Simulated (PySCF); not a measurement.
Computed IR spectrum (relative IR intensity) of a molecule C₂H₃ClF₂Si. Geometry: B3LYP-D3(BJ)/def2-SVP. Other conformers were not sampled. These are B3LYP-D3(BJ)/def2-SVP run with PySCF 2.14.0 values and carry that method's errors. Frequencies are harmonic and unscaled.

Lines under 2 % of the strongest are left out, and lines within 2 cm⁻¹ are merged.

```tsv
ν (cm⁻¹)	relative intensity
223	2.7
287	9.9
316	15
389	8.2
526	10
587	62
730	100
900	93
959	72
1015	29
1032	7.9
1422	13
1669	11
3128	3.6
```

Question: Which molecule gave these data?
(A) C=C(F)[Si@@H](F)Cl
(B) F[SiH2]/C(F)=C\Cl
(C) F/C([SiH3])=C(\F)Cl
(D) C=C[Si](F)(F)Cl

Answer: D, C=C[Si](F)(F)Cl
